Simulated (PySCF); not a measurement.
Spinor energies of Cs⁺ (caesium, charge +1)

Start: [Xe]. Calculated with PySCF 2.14 in x2c-TZVPall-2c: generalised Hartree-Fock with the X2C-1e Hamiltonian and a Gaussian nucleus; one run each with spin-orbit coupling (SO) switched off, then screened by Boettger's factors.

```json
{"spinor shell": "1s1/2", "electrons": "2", "ε, spin-free (eV)": "-36164.6", "ε, screened SO (eV)": "-36160.5", "weight of nominal j (screened SO)": "1.000", "rms radius, screened SO (bohr)": "0.0298"}
{"spinor shell": "2s1/2", "electrons": "2", "ε, spin-free (eV)": "-5781.4", "ε, screened SO (eV)": "-5780.1", "weight of nominal j (screened SO)": "1.000", "rms radius, screened SO (bohr)": "0.121"}
{"spinor shell": "2p1/2", "electrons": "2", "ε, spin-free (eV)": "-5179.6", "ε, screened SO (eV)": "-5425.4", "weight of nominal j (screened SO)": "1.000", "rms radius, screened SO (bohr)": "0.105"}
{"spinor shell": "2p3/2", "electrons": "4", "ε, spin-free (eV)": "-5179.6", "ε, screened SO (eV)": "-5069.9", "weight of nominal j (screened SO)": "1.000", "rms radius, screened SO (bohr)": "0.110"}
{"spinor shell": "3s1/2", "electrons": "2", "ε, spin-free (eV)": "-1250.5", "ε, screened SO (eV)": "-1250.1", "weight of nominal j (screened SO)": "1.000", "rms radius, screened SO (bohr)": "0.318"}
{"spinor shell": "3p1/2", "electrons": "2", "ε, spin-free (eV)": "-1052.3", "ε, screened SO (eV)": "-1100.6", "weight of nominal j (screened SO)": "1.000", "rms radius, screened SO (bohr)": "0.310"}
{"spinor shell": "3p3/2", "electrons": "4", "ε, spin-free (eV)": "-1052.3", "ε, screened SO (eV)": "-1030.5", "weight of nominal j (screened SO)": "1.000", "rms radius, screened SO (bohr)": "0.322"}
{"spinor shell": "3d3/2", "electrons": "4", "ε, spin-free (eV)": "-761.70", "ε, screened SO (eV)": "-770.27", "weight of nominal j (screened SO)": "1.000", "rms radius, screened SO (bohr)": "0.294"}
{"spinor shell": "3d5/2", "electrons": "6", "ε, spin-free (eV)": "-761.70", "ε, screened SO (eV)": "-755.62", "weight of nominal j (screened SO)": "1.000", "rms radius, screened SO (bohr)": "0.298"}
{"spinor shell": "4s1/2", "electrons": "2", "ε, spin-free (eV)": "-258.80", "ε, screened SO (eV)": "-258.70", "weight of nominal j (screened SO)": "1.000", "rms radius, screened SO (bohr)": "0.738"}
{"spinor shell": "4p1/2", "electrons": "2", "ε, spin-free (eV)": "-192.74", "ε, screened SO (eV)": "-202.65", "weight of nominal j (screened SO)": "1.000", "rms radius, screened SO (bohr)": "0.769"}
{"spinor shell": "4p3/2", "electrons": "4", "ε, spin-free (eV)": "-192.74", "ε, screened SO (eV)": "-188.23", "weight of nominal j (screened SO)": "1.000", "rms radius, screened SO (bohr)": "0.796"}
{"spinor shell": "4d3/2", "electrons": "4", "ε, spin-free (eV)": "-93.460", "ε, screened SO (eV)": "-94.875", "weight of nominal j (screened SO)": "1.000", "rms radius, screened SO (bohr)": "0.896"}
{"spinor shell": "4d5/2", "electrons": "6", "ε, spin-free (eV)": "-93.460", "ε, screened SO (eV)": "-92.426", "weight of nominal j (screened SO)": "1.000", "rms radius, screened SO (bohr)": "0.907"}
{"spinor shell": "5s1/2", "electrons": "2", "ε, spin-free (eV)": "-40.554", "ε, screened SO (eV)": "-40.539", "weight of nominal j (screened SO)": "1.000", "rms radius, screened SO (bohr)": "1.88"}
{"spinor shell": "5p1/2", "electrons": "2", "ε, spin-free (eV)": "-23.449", "ε, screened SO (eV)": "-24.720", "weight of nominal j (screened SO)": "1.000", "rms radius, screened SO (bohr)": "2.15"}
{"spinor shell": "5p3/2", "electrons": "4", "ε, spin-free (eV)": "-23.449", "ε, screened SO (eV)": "-22.871", "weight of nominal j (screened SO)": "1.000", "rms radius, screened SO (bohr)": "2.25"}
```

| quantity | spin-free | screened SO |
| --- | --- | --- |
| E (hartree) | -7781.68093 | -7784.40963 |
| M_J | 0 | 0 |
| ⟨J²⟩ | 0.000 | 0.000 |
| ⟨L²⟩ | 0.000 | 0.034 |
| ⟨S²⟩ | 0.000 | 0.034 |

Breit and QED terms are absent; they matter most for the inner s and p1/2 levels.

Densities and radii are taken from the X2C orbitals without a picture-change correction, which distorts them close to the nucleus.

Without spin-orbit coupling the j labels of p, d and f shells carry no meaning; the spin-free column gives the mean over the occupied spinors of each nl shell.
